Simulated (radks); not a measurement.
Results of a calculation; reference values are marked as such.
Question: The mean radii <r> (bohr) of the occupied orbitals of an atom or ion are listed with their occupations. Code: a radial shooting solver on a logarithmic mesh with Libxc functionals. Model: scalar-relativistic Kohn-Sham, BP86, spin-unpolarised, spherical densities, finite nucleus; Fermi nuclear charge, rms radius of each element as measured or else 0.836 A^(1/3) + 0.57 fm.

| orbital | occ. | <r> |
|---|---|---|
| 1s | 2 | 0.02457 |
| 2s | 2 | 0.1052 |
| 2p | 6 | 0.09236 |
| 3s | 2 | 0.2787 |
| 3p | 6 | 0.2767 |
| 3d | 10 | 0.2536 |
| 4s | 2 | 0.6353 |
| 4p | 6 | 0.6718 |
| 4d | 10 | 0.7372 |
| 5s | 2 | 1.464 |
| 5p | 6 | 1.656 |
| 6s | 1 | 3.243 |

Name the element and its charge.

Answer: Z = 58, cerium, charge +3: Ce3+ in [Xe] 6s1. The 1s radius gives Z: for a bare nucleus <r> = (2 gamma + 1)/(2Z) with gamma = sqrt(1 - (Z/c)^2), 0.02424 bohr for Z = 58, and screening makes it slightly larger (0.02457 here). The occupations add up to 55, and the charge is Z minus that.
